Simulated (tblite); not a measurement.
Compound: C5H6FO (doublet state).
Atom-mapped SMILES: `[CH2:1]=[C:2][C:3](=[O:4])[CH2:5][CH2:6][F:7]` (hydrogens: H8, H9 on C1; H10, H11 on C5; H12, H13 on C6)

Geometry (GFN2-xTB, Å), atoms numbered from 1 in this order:
```xyz
13
C5H6FO angstrom
C      2.829    0.409   -0.056
C      1.647   -0.073   -0.160
C      0.377   -0.631   -0.241
O      0.174   -1.844   -0.304
C     -0.758    0.390   -0.248
C     -2.102   -0.315   -0.339
F     -3.119    0.608   -0.329
H      3.310    0.584    0.900
H      3.433    0.678   -0.914
H     -0.632    1.068   -1.096
H     -0.713    0.991    0.665
H     -2.260   -0.981    0.514
H     -2.190   -0.883   -1.270
```

All values are computed: GFN2-xTB (tblite) harmonic vibrations without scaling, gas phase. The method is semi-empirical: single wavenumbers can be off by several per cent or more. One conformer, not necessarily the lowest. Open shells enter through the occupations alone, without spin polarisation, and single modes of such species can be off by tens of per cent.

Harmonic wavenumbers (cm⁻¹): 36.6, 70.9, 97.9, 118.1, 197.0, 316.5, 363.2, 446.5, 504.9, 607.9, 785.2, 849.1, 850.3, 874.2, 999.1, 1024.6, 1076.6, 1110.6, 1151.2, 1238.9, 1254.4, 1325.7, 1332.6, 1442.9, 1451.2, 1566.4, 1936.8, 2956.4, 2967.9, 2971.2, 2977.6, 2982.6, 2998.3.

A = 6706, B = 1241, C = 1069 MHz; mass 101.040 u (most abundant isotopes); point group Cs, symmetry number 1; spin multiplicity 2.

Question: Zero-point energy?

Answer: Half the sum of the wavenumbers: 20442 cm⁻¹ = 58.45 kcal/mol.

Question: Give the ideal-gas entropy at 298.15 K and 1 bar in the rigid-rotor, harmonic-oscillator model (classical rotation).

Answer: Translation 39.78, rotation 27.98, vibration 23.91, spin (R ln 2) 1.38: S = 93.0 cal/(mol K).

Question: And Cp and H(298.15 K) − H(0)?

Answer: Cp = 29.21 cal/(mol K), of which vibrations give 21.27 (their classical limit is 33 R = 65.6); H(298.15 K) − H(0) = 5.84 kcal/mol without the zero-point energy, 3.47 from vibrations.

Question: Which modes carry the vibrational entropy at 298.15 K?

Answer: 36.6 cm⁻¹: 5.44; 70.9 cm⁻¹: 4.13; 97.9 cm⁻¹: 3.50; 118.1 cm⁻¹: 3.13; 197.0 cm⁻¹: 2.16; 316.5 cm⁻¹: 1.33 cal/(mol K); the other 27 give 4.23 together.

Question: How do the functions run with temperature in this model?

Answer: 
```csv
T (K),S (cal/(mol K)),Cp (cal/(mol K)),H − H(0) (kcal/mol),G − H(0) (kcal/mol),ln q(vib)
100,69.1,17.0,1.28,-5.63,1.90
200,82.7,23.0,3.28,-13.26,4.18
300,93.2,29.3,5.89,-22.07,6.21
500,111.1,41.0,12.98,-42.55,9.97
800,133.0,52.2,27.10,-79.28,15.13
1000,145.2,57.0,38.05,-107.13,18.28
```

q(vib) and H(0) count from the zero-point level.

Hindered rotation and anharmonicity are outside this model. Other conformers, if any are populated, would add a mixing term that is left out.
